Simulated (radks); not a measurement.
Problem. All-electron atom: the scandium ion Sc+ in [Ar] 3d1 4s1 (the NIST ground configuration). Method: Dirac Kohn-Sham, PBE, spin-unpolarised, spherical densities, finite nucleus; open shells fill j = l - 1/2 first; Fermi nuclear charge, rms radius 3.5459 fm; computed with a radial shooting solver on a logarithmic mesh with Libxc functionals.

Spin-orbit splittings of the eigenvalues, e(l+1/2) - e(l-1/2), with zeta = 2 splitting/(2l+1) and mean radii in bohr:

| shell | occ. | splitting (eV) | zeta (eV) | <r> j=l-1/2 | <r> j=l+1/2 |
|---|---|---|---|---|---|
| 2p | 6 | 4.642 | 3.095 | 0.3059 | 0.3085 |
| 3p | 6 | ? | ? | 1.162 | 1.170 |
| 3d | 1 | 0.03296 | 0.01318 | 1.698 | 1.703 |

Estimate the 3p splitting.

Solution. 0.5098 eV (zeta = 0.3399 eV).
